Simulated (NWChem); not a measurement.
Species: C2H2BF2N; SMILES N#CCB(F)F

```xyz
8

N      0.4287     2.5553     0.6661
C     -0.1297     1.6336     0.2454
C     -0.8211     0.4705    -0.2782
B     -0.0912    -0.9087    -0.0489
F     -0.6575    -2.0091    -0.4973
F      1.0589    -1.0145     0.5701
H     -1.8293     0.4012     0.1668
H     -0.9903     0.5911    -1.3627
```
Atoms are numbered in this order, from 1.

Results from NWChem. Pople sets run with spherical d functions. All runs use the structure optimised with PBE0/def2-SVP. Atomic charges in e: unrestrained fits to the electrostatic potential beside Mulliken populations; buried atoms are poorly determined by the fit.

For level Hartree-Fock/6-31G*:

```
Property     Result
-----------  ------
Mulliken N1   -0.39
Mulliken C2    0.28
Mulliken C3   -0.68
ESP B4         0.91
Mulliken B4    1.02
Mulliken F5   -0.37
```

Question: Estimate the same quantities for level B3LYP/def2-SVP.

Answer: 
| Property | Result |
|---|---|
| Mulliken N1 | 0.06 |
| Mulliken C2 | -0.27 |
| Mulliken C3 | -0.03 |
| ESP B4 | 0.76 |
| Mulliken B4 | 0.21 |
| Mulliken F5 | -0.08 |
